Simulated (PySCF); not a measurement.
CH₆CdSSi, SMILES C[S][Cd][SiH3]. Atoms are numbered in the order given.

```xyz
10

Cd    -0.1384     0.1431     0.1988
S      1.9577     0.1724    -0.9470
C      1.8135    -1.2625    -2.0987
H      1.6904    -2.2141    -1.5623
H      2.7566    -1.3062    -2.6621
H      0.9908    -1.1369    -2.8168
Si    -2.3294     0.1532     1.4379
H     -2.6876    -1.2219     1.9020
H     -3.4413     0.6460     0.5693
H     -2.2605     1.0382     2.6405
```
Charge 0, spin multiplicity 1.

Geometry: B3LYP-D3(BJ)/def2-SVP. The structure was generated by enumeration; whether it is a known compound was not checked. The def2 effective core potentials stand for the cores of Cd; spin–orbit coupling is left out. Other conformers were not sampled.

Calculation: PySCF 2.14.0 with B3LYP-D3(BJ)/def2-SVP.

Frequencies are harmonic and unscaled.

A small imaginary wavenumber (i) marks a very flat motion, where grid noise or a shallow saddle decides the sign.

```csv
mode,ν (cm⁻¹),IR (km/mol),Raman (Å⁴/amu),depolarisation,moving atoms (share of kinetic energy)
1,16i,0.2,0.1,0.75,H 90 %
2,61,2.2,1.5,0.62,"Si 31 %, Cd 28 %, C 21 %, H 17 %"
3,71,3.4,0.0,–,"Cd 30 %, H 24 %, S 23 %, Si 22 %"
4,104,1.5,0.2,0.75,"H 83 %, S 10 %"
5,153,1.3,6.6,0.34,"C 42 %, S 21 %, H 19 %, Cd 16 %"
6,270,2.1,56.7,0.23,"Si 62 %, S 28 %"
7,354,43.5,2.7,0.31,"S 52 %, Cd 33 %, Si 11 %"
8,449,2.7,2.2,0.75,"H 89 %, Si 10 %"
9,453,3.5,1.8,0.72,"H 89 %, Si 10 %"
10,693,4.4,10.7,0.41,"C 59 %, S 31 %, H 9 %"
11,859,404.8,4.1,0.20,"H 91 %, Si 9 %"
12,947,39.8,27.2,0.75,H 97 %
13,949,43.4,26.2,0.75,H 97 %
14,950,8.0,3.0,0.75,"H 85 %, C 14 %"
15,962,7.0,3.6,0.43,"H 83 %, C 15 %"
16,1334,31.9,5.6,0.70,"H 87 %, C 13 %"
17,1458,5.9,21.0,0.75,H 95 %
18,1458,7.4,13.2,0.67,H 95 %
19,2194,98.8,296.3,0.00,H 99 %
20,2205,92.8,163.3,0.74,H 96 %
21,2206,92.3,165.5,0.75,H 96 %
22,3040,37.6,176.2,0.06,H 98 %
23,3138,8.2,59.1,0.75,"H 90 %, C 10 %"
24,3139,2.5,151.5,0.62,"H 90 %, C 10 %"
```
